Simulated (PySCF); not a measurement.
Zn(Cl)(OSiH3), SMILES [Zn]([Cl])[O][SiH3] (H3ClOSiZn) (PBE0/def2-SVP optimised geometry):

```
7

Zn    -1.082    -1.163     3.045
Cl    -1.181    -1.292     5.132
O     -1.054    -1.129     1.286
Si    -0.446    -0.304     0.000
H     -0.891     1.129     0.000
H     -0.914    -0.938    -1.270
H      1.054    -0.304     0.000
```

Computed with PBE0/def2-TZVP run with PySCF.

Q: What are the frontier orbital energies and the dipole moment?

A: HOMO-2 -9.30 eV, HOMO-1 -8.66 eV, HOMO -8.52 eV, LUMO -1.64 eV, LUMO+1 -0.21 eV; dipole moment 0.20 D.

On the same geometry PBE/def2-TZVP (PySCF 2.14.0) gives HOMO-2 -7.92 eV, HOMO-1 -7.28 eV, HOMO -7.11 eV, LUMO -2.58 eV, LUMO+1 -0.97 eV; dipole moment 0.14 D.

Meta-Löwdin charges at PBE0/def2-TZVP: Zn1 1.31, Cl2 -0.62, O3 -1.06, Si4 0.74, H5 -0.13, H6 -0.11, H7 -0.13.
